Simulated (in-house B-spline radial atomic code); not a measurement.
Results of a calculation; reference values are marked as such.
# Stopping and range of 10 keV Ge in Si

The pair potential comes from two frozen, spherical free-atom densities (PBE, B-spline radial code, scalar-relativistic past argon): electrostatics plus the change in Thomas-Fermi kinetic and Dirac exchange energy where they overlap, the recipe behind the universal ZBL potential, which averages such potentials (from solid-state densities) over many pairs. It is written V = (Z1 Z2 e²/r) φ(r/a), with e² = 14.3996 eV·Å and a = 0.46850 Å/(Z1^0.23 + Z2^0.23); ZBL's fit is φ = 0.18175 e^(−3.1998x) + 0.50986 e^(−0.94229x) + 0.28022 e^(−0.4029x) + 0.02817 e^(−0.20162x). Where φ falls below 4e-4 it is continued as an exponential.

The target is taken as amorphous, with density 2.329 g/cm³ (NSM archive of the Ioffe Institute); channelling is ignored. Masses: Ge 72.63, Si 28.09 u. Nuclear stopping is S_n = 4π a Z1 Z2 e² M1/(M1 + M2) × s_n(ε), with s_n integrated over impact parameters for each pair. Electronic stopping is Lindhard and Scharff's S_e = Z1^(1/6) 8π e² a0 Z1 Z2/(Z1^(2/3) + Z2^(2/3))^(3/2) × v/v0, with a0 = 0.529177 Å and v = v0 at 24.801 keV/u; it misses the oscillations with Z1 seen in experiment, which reach tens of per cent. Compounds add by atom fraction.

| target atom | a (Å) | ε at this energy | s_n, this pair | s_n, ZBL potential |
| --- | --- | --- | --- | --- |
| Si | 0.11556 | 0.04996 | 0.2851 | 0.2747 |

**Question.** What are the atom density and the stopping powers at entry?

**Answer.** N = 2.329 × 0.602214/28.09 = 0.04993 atoms/Å³. For Si: S_n = 6756 × 0.2851 = 1926 eV·Å², S_e = 1.7986 × √10000 = 179.9 eV·Å². Averaged over the target's atoms and times N × 10 Å/nm, the ion loses N S_n = 962 eV/nm to recoils and N S_e = 89.8 eV/nm to electrons; the nuclear share is 91 %.

Along the track:

```json
{"E (keV)": "0.5", "N S_n (eV/nm)": "302", "N S_e (eV/nm)": "20.1"}
{"E (keV)": "1.5", "N S_n (eV/nm)": "490", "N S_e (eV/nm)": "34.8"}
{"E (keV)": "3", "N S_n (eV/nm)": "649", "N S_e (eV/nm)": "49.2"}
{"E (keV)": "5", "N S_n (eV/nm)": "781", "N S_e (eV/nm)": "63.5"}
{"E (keV)": "7.5", "N S_n (eV/nm)": "888", "N S_e (eV/nm)": "77.8"}
{"E (keV)": "10", "N S_n (eV/nm)": "962", "N S_e (eV/nm)": "89.8"}
```

**Question.** Estimate the path length and the projected range.

**Answer.** With continuous slowing down the path is the integral of dE/(N (S_n + S_e)). Trapezoids over the table give 12.9 nm, and the stretch below the first row, with stopping taken as √E, adds 2E/(N S) = 3.1 nm: 16 nm in all, against 15.5 nm on a fine grid from 5 eV. Deflections shorten the depth: to first order in the energy passed on, N (S_n + S_e) dR_p/dE = 1 − N S_n (M2/M1) R_p/(2E), summed over the target's atoms, and integrating this on the fine grid gives R_p = 11.8 nm, 0.76 of the path. Lindhard's rule of thumb R/(1 + M2/3M1), with mean M2/M1 = 0.39, gives 13.8 nm. On the ZBL potential the same equation gives 12 nm, and the full integral equation, which keeps hard collisions, 12.3 nm.
